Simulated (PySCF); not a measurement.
Compound: C8H16NP.
Geometry (PBE0-D3(BJ)/def2-SVP, Å), atoms numbered from 1 in this order:
```
atom  x, y, z in Å
C1     2.8704   -0.3870   -0.3806
N2     2.0186    0.5184    0.3335
P3     0.4912    0.2659    0.5694
C4    -0.0973   -1.4040    1.1332
C5    -0.8435   -1.9750   -0.0712
C6    -1.6894   -0.8399   -0.6535
C7    -0.8108    0.4107   -0.7831
C8    -1.5116    1.7375   -0.4784
C9    -1.5982    1.8850    1.0456
C10   -0.2131    1.5828    1.6191
H11    2.8369   -1.4389   -0.0190
H12    2.6702   -0.4333   -1.4732
H13    3.9224   -0.0682   -0.2805
H14    0.7601   -2.0086    1.4623
H15   -0.7738   -1.2765    1.9945
H16   -0.1134   -2.3144   -0.8266
H17   -1.4572   -2.8507    0.1926
H18   -2.1416   -1.1205   -1.6181
H19   -2.5275   -0.6327    0.0352
H20   -0.3013    0.4307   -1.7591
H21   -2.5049    1.7984   -0.9529
H22   -0.9111    2.5681   -0.8852
H23   -1.9490    2.8863    1.3395
H24   -2.3354    1.1693    1.4484
H25    0.4828    2.4271    1.4925
H26   -0.2172    1.3034    2.6823
```

Method: PBE0-D3(BJ)/def2-SVP geometry optimisation, gas phase in PySCF 2.14.0.

Masses are those of the commonest isotopes; rigid-rotor values at the optimised geometry. The values belong to one conformer with, in the numbering `[CH3:1][N:2]=[P@:3]12[CH2:4][CH2:5][CH2:6][C@H:7]1[CH2:8][CH2:9][CH2:10]2`, N2–P3–C4–C5 -110°, P3–C4–C5–C6 -43°, C4–C5–C6–C7 48°, C5–C6–C7–C8 -143°.

Question: Give the principal moments of inertia and the rotational constants in cm⁻¹.

Answer: Ia = 333.71, Ib = 447.68, Ic = 588.83 u·Å²; 505379 MHz·u·Å²/I gives 1514, 1129 and 858.3 MHz, that is A = 0.05052, B = 0.03766, C = 0.02863 cm⁻¹.

Question: Classify the top.

Answer: An asymmetric top; Ray's κ = -0.175.

Question: What does the inertial defect say?

Answer: Not planar: Δ = Ic − Ia − Ib = -192.56 u·Å². For a rigid frame Δ = −2 Σ m c², so Σ m c² = 96.28 u·Å² lies off the ab plane: 28.09 from hydrogen and 68.19 from heavier atoms. The atom farthest from that plane is 2.10 Å away.

Question: List the rotational levels J(Ka,Kc) to J = 2 (MHz).

Answer: Above 0(0,0):
J = 1: 1(0,1) 1987, 1(1,1) 2373, 1(1,0) 2643
J = 2: 2(0,2) 5861, 2(1,2) 6076, 2(1,1) 6888, 2(2,1) 8045, 2(2,0) 8145

Question: Which lines would a microwave search look for?

Answer: The dipole components are |μa| = 2.70 D, |μb| = 1.94 D, |μc| = 0.68 D. The squared components, which scale the intensities, stand as 1.00 : 0.52 : 0.06 (a : b : c). Some lines, for components of 0.1 D or more:

```
type  branch         J(Ka,Kc)    MHz  lower level (cm⁻¹)
   c       Q  3(2,2) ← 3(1,2)    831               0.439
   c       Q  2(2,1) ← 2(1,1)   1157               0.230
   b       Q  4(2,2) ← 4(1,3)   1551               0.713
   a       Q  3(1,2) ← 3(1,3)   1598               0.386
   c       Q  4(3,2) ← 4(2,2)   1827               0.765
   b       R  1(1,1) ← 0(0,0)   2373               0.000
   a       Q  4(1,3) ← 4(1,4)   2545               0.628
   b       Q  4(1,3) ← 4(0,4)   2576               0.627
   b       Q  4(3,2) ← 4(2,3)   2887               0.730
   b       Q  4(4,0) ← 4(3,1)   3369               0.831
   a       R  2(0,2) ← 1(0,1)   3874               0.066
   b       R  2(1,2) ← 1(0,1)   4089               0.066
   c       R  2(2,1) ← 1(1,1)   5672               0.079
   a       R  3(2,1) ← 2(2,0)   6297               0.272
   b       R  3(2,2) ← 2(1,1)   7118               0.230
   a       R  4(1,4) ← 3(1,3)   7260               0.386
   c       R  3(2,1) ← 2(1,1)   7554               0.230
   c       R  3(2,2) ← 2(1,2)   7930               0.203
   b       R  4(2,3) ← 3(1,2)   8698               0.439
   b       R  4(3,1) ← 3(2,2)  10916               0.467
```

Question: Estimate the classical rotational partition function at 50 K, 100 K and 200 K.

Answer: Point group C1, symmetry number σ = 1; q = (√π/σ)·√((kT/h)³/(ABC)), k/h = 20836.6 MHz/K: 49200 at 50 K, 139000 at 100 K, 394000 at 200 K.

No frequency check. These are rigid-rotor constants of the computed structure; measured ground-state constants (B0) also hold zero-point vibration. A rigid rotor knows nothing of internal rotation, which can split or shift real lines. Quadrupole hyperfine structure (14N) is left out.
